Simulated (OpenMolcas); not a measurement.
## Multiplet structure of Mo2+

| Property | Result |
| --- | --- |
| Program | OpenMolcas |
| Method | CASSCF |
| Basis | ANO-RCC-VTZP [7s6p4d2f1g] |
| Scalar Hamiltonian | DKH2, point nucleus |
| Active space | 4 electrons in 10 orbitals (4d 5d) |
| State averaging | 2S+1 = 5 even, 5 roots; 2S+1 = 3 even, 45 roots; 2S+1 = 1 even, 49 roots |
| Spin-orbit coupling | state interaction with AMFI integrals over the reference wave functions, term energies averaged over their components |

Spin-free terms above the lowest, with the occupations of the reference (each correlating shell added to its valence partner):

```json
{"Configuration": "4d⁴", "Term": "⁵D", "E (eV)": "0.0000", "Occupations": "4d 4.00"}
{"Configuration": "4d⁴", "Term": "³H", "E (eV)": "1.8440", "Occupations": "4d 4.00"}
{"Configuration": "4d⁴", "Term": "³P(1)", "E (eV)": "2.0649", "Occupations": "4d 4.00"}
{"Configuration": "4d⁴", "Term": "³F(1)", "E (eV)": "2.1169", "Occupations": "4d 4.00"}
{"Configuration": "4d⁴", "Term": "³G", "E (eV)": "2.3038", "Occupations": "4d 4.00"}
{"Configuration": "4d⁴", "Term": "¹I", "E (eV)": "2.7678", "Occupations": "4d 4.00"}
{"Configuration": "4d⁴", "Term": "¹G(1)", "E (eV)": "2.9229", "Occupations": "4d 4.00"}
{"Configuration": "4d⁴", "Term": "³D", "E (eV)": "2.9565", "Occupations": "4d 4.00"}
{"Configuration": "4d⁴", "Term": "¹S", "E (eV)": "3.3966", "Occupations": "4d 4.00"}
{"Configuration": "4d⁴", "Term": "¹D(1)", "E (eV)": "3.6076", "Occupations": "4d 4.00"}
{"Configuration": "4d⁴", "Term": "¹F", "E (eV)": "4.1458", "Occupations": "4d 4.00"}
{"Configuration": "4d⁴", "Term": "³F(2)", "E (eV)": "4.8450", "Occupations": "4d 4.00"}
{"Configuration": "4d⁴", "Term": "³P(2)", "E (eV)": "4.9109", "Occupations": "4d 4.00"}
{"Configuration": "4d⁴", "Term": "¹G(2)", "E (eV)": "5.5049", "Occupations": "4d 4.00"}
{"Configuration": "4d⁴", "Term": "¹D(2)", "E (eV)": "7.3821", "Occupations": "4d 4.00"}
```

With spin-orbit coupling, above the lowest level:

```json
{"Configuration": "4d⁴", "Term": "⁵D", "J": "0", "E (eV)": "0.0000", "Measured (eV)": "0.0000", "g": "", "Term weight %": "99", "Second": ""}
{"Configuration": "4d⁴", "Term": "⁵D", "J": "1", "E (eV)": "0.0273", "Measured (eV)": "0.0300", "g": "1.501", "Term weight %": "99", "Second": ""}
{"Configuration": "4d⁴", "Term": "⁵D", "J": "2", "E (eV)": "0.0777", "Measured (eV)": "0.0829", "g": "1.501", "Term weight %": "100", "Second": ""}
{"Configuration": "4d⁴", "Term": "⁵D", "J": "3", "E (eV)": "0.1461", "Measured (eV)": "0.1518", "g": "1.500", "Term weight %": "100", "Second": ""}
{"Configuration": "4d⁴", "Term": "⁵D", "J": "4", "E (eV)": "0.2286", "Measured (eV)": "0.2321", "g": "1.500", "Term weight %": "99", "Second": ""}
{"Configuration": "4d⁴", "Term": "³H", "J": "4", "E (eV)": "1.9040", "Measured (eV)": "1.5721", "g": "0.816", "Term weight %": "94", "Second": "3 ³G"}
{"Configuration": "4d⁴", "Term": "³P(1)", "J": "0", "E (eV)": "1.9449", "Measured (eV)": "1.3823", "g": "", "Term weight %": "97", "Second": "2 ¹S"}
{"Configuration": "4d⁴", "Term": "³H", "J": "5", "E (eV)": "1.9684", "Measured (eV)": "1.6460", "g": "1.039", "Term weight %": "96", "Second": "4 ³G"}
{"Configuration": "4d⁴", "Term": "³H", "J": "6", "E (eV)": "2.0311", "Measured (eV)": "1.7124", "g": "1.165", "Term weight %": "99", "Second": ""}
{"Configuration": "4d⁴", "Term": "³P(1)", "J": "1", "E (eV)": "2.0987", "Measured (eV)": "1.5511", "g": "1.496", "Term weight %": "99", "Second": ""}
{"Configuration": "4d⁴", "Term": "³F(1)", "J": "3", "E (eV)": "2.2085", "Measured (eV)": "1.7294", "g": "1.004", "Term weight %": "76", "Second": "24 ³G"}
{"Configuration": "4d⁴", "Term": "³F(1)", "J": "2", "E (eV)": "2.2179", "Measured (eV)": "1.7269", "g": "0.670", "Term weight %": "99", "Second": ""}
{"Configuration": "4d⁴", "Term": "³F(1)", "J": "4", "E (eV)": "2.2419", "Measured (eV)": "1.7725", "g": "1.203", "Term weight %": "79", "Second": "16 ³G"}
{"Configuration": "4d⁴", "Term": "³P(1)", "J": "2", "E (eV)": "2.3354", "Measured (eV)": "1.7801", "g": "1.495", "Term weight %": "98", "Second": ""}
{"Configuration": "4d⁴", "Term": "³G", "J": "3", "E (eV)": "2.4381", "Measured (eV)": "1.9678", "g": "0.831", "Term weight %": "76", "Second": "24 ³F(1)"}
{"Configuration": "4d⁴", "Term": "³G", "J": "4", "E (eV)": "2.4909", "Measured (eV)": "2.0188", "g": "1.077", "Term weight %": "80", "Second": "15 ³F(1)"}
{"Configuration": "4d⁴", "Term": "³G", "J": "5", "E (eV)": "2.5324", "Measured (eV)": "2.0723", "g": "1.195", "Term weight %": "96", "Second": "4 ³H"}
{"Configuration": "4d⁴", "Term": "¹I", "J": "6", "E (eV)": "2.9341", "Measured (eV)": "2.5157", "g": "1.002", "Term weight %": "99", "Second": ""}
{"Configuration": "4d⁴", "Term": "³D", "J": "3", "E (eV)": "3.0884", "Measured (eV)": "2.4162", "g": "1.331", "Term weight %": "99", "Second": ""}
{"Configuration": "4d⁴", "Term": "³D", "J": "2", "E (eV)": "3.1039", "Measured (eV)": "2.4272", "g": "1.165", "Term weight %": "95", "Second": "3 ¹D(1)"}
{"Configuration": "4d⁴", "Term": "¹G(1)", "J": "4", "E (eV)": "3.1280", "Measured (eV)": "2.5555", "g": "1.007", "Term weight %": "94", "Second": "4 ³F(1)"}
{"Configuration": "4d⁴", "Term": "³D", "J": "1", "E (eV)": "3.1339", "Measured (eV)": "", "g": "0.505", "Term weight %": "99", "Second": ""}
{"Configuration": "4d⁴", "Term": "¹S", "J": "0", "E (eV)": "3.5809", "Measured (eV)": "2.8504", "g": "", "Term weight %": "97", "Second": "2 ³P(1)"}
{"Configuration": "4d⁴", "Term": "¹D(1)", "J": "2", "E (eV)": "3.7852", "Measured (eV)": "2.8276", "g": "1.005", "Term weight %": "95", "Second": "3 ³D"}
{"Configuration": "4d⁴", "Term": "¹F", "J": "3", "E (eV)": "4.2913", "Measured (eV)": "", "g": "1.004", "Term weight %": "97", "Second": "2 ³F(2)"}
{"Configuration": "4d⁴", "Term": "³P(2)", "J": "2", "E (eV)": "4.9919", "Measured (eV)": "", "g": "1.462", "Term weight %": "95", "Second": "4 ³F(2)"}
{"Configuration": "4d⁴", "Term": "³F(2)", "J": "4", "E (eV)": "4.9984", "Measured (eV)": "", "g": "1.248", "Term weight %": "99", "Second": ""}
{"Configuration": "4d⁴", "Term": "³F(2)", "J": "2", "E (eV)": "5.0056", "Measured (eV)": "", "g": "0.704", "Term weight %": "95", "Second": "4 ³P(2)"}
{"Configuration": "4d⁴", "Term": "³F(2)", "J": "3", "E (eV)": "5.0250", "Measured (eV)": "", "g": "1.082", "Term weight %": "97", "Second": "3 ¹F"}
{"Configuration": "4d⁴", "Term": "³P(2)", "J": "1", "E (eV)": "5.1494", "Measured (eV)": "", "g": "1.500", "Term weight %": "100", "Second": ""}
{"Configuration": "4d⁴", "Term": "³P(2)", "J": "0", "E (eV)": "5.2369", "Measured (eV)": "", "g": "", "Term weight %": "100", "Second": ""}
{"Configuration": "4d⁴", "Term": "¹G(2)", "J": "4", "E (eV)": "5.6696", "Measured (eV)": "4.4838", "g": "1.002", "Term weight %": "99", "Second": ""}
{"Configuration": "4d⁴", "Term": "¹D(2)", "J": "2", "E (eV)": "7.5402", "Measured (eV)": "", "g": "1.000", "Term weight %": "100", "Second": ""}
```

Against the 23 measured excited levels shown (Sugar and Musgrove, J. Phys. Chem. Ref. Data 17, 155 (1988)) the mean absolute deviation is 3800 cm-1; the largest miss in energy is 4d⁴ ¹G₄(2): computed 5.6696, measured 4.4838 eV (+26.4 %), and the largest in proportion 4d⁴ ³P₀(1) (+40.7 %).

Spin-orbit coupling puts the lowest level 0.1535 eV below the lowest spin-free term.

A least-squares Racah fit to the terms below 60000 cm-1, each weighted by 2L + 1 and with a free common offset, gives B = 734 cm-1 and C = 2957 cm-1 (C/B = 4.03), with an rms deviation of 79 cm-1.

For ⁵D the intervals divided by the larger J are 220.4, 203.1, 184.0, 166.3 cm-1. Landé's interval rule makes them equal in pure LS coupling; they differ by 28 % of their mean. The multiplet is regular.

Without dynamic correlation excited terms often stand tens of per cent too high (terms of higher spin than the ground term too low), and those without a measured partner can miss by more than the paired ones. Some levels mix across a computed gap that differs much from the measured one, so their mixing is not that of the real levels. Active for correlation alone: 5d; no level in the range computed is led by a configuration that fills it, so any true level of that kind is missing. Computed and measured levels are paired by configuration, term and J; levels that our copy of the source lacks, or whose pairing is in doubt (as where it misses far off the trend of its configuration), stay unpaired and out of the deviations. Only configurations of the active space appear. The first state left out of the spin-orbit step lies near 77000 cm-1 above the lowest spin-free state of the reference (among the parities and spins computed), and the list stops at four fifths of that energy or lower.

The RASSCF and RASSI steps took 48 s on 1 thread of AMD EPYC 9R45 96-Core Processor (Zen 5), on a shared host; the integral step is not counted.

The term weight is that of the spin-free term in the level, not the purity of its configuration. A number in round brackets counts repeated terms of one configuration in the order of the reference energies.
